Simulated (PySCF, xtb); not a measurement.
Te(SiH3)(GeH3) (GeH₆SiTe), SMILES [SiH3][Te][GeH3].

Harmonic wavenumbers (cm⁻¹) from GFN2-xTB (xtb 6.7.1) at its own minimum, in rising order: 28, 60, 75, 258, 347, 442, 447, 491, 504, 762, 770, 796, 814, 868, 882, 1902, 1988, 2023, 2268, 2274, 2326.

Task: What does PBE-D3(BJ)/def2-SVP in PySCF 2.14.0 give at its own minimum? (Estimate from the structure and the level; the computed values follow.)

Result: 50, 73, 74, 227, 326, 475, 493, 536, 549, 766, 835, 846, 855, 888, 913, 2067, 2082, 2098, 2150, 2164, 2179. Paired by order, the mean absolute difference is 56 cm⁻¹ and the zero-point energies are 29.1 and 29.5 kcal/mol.
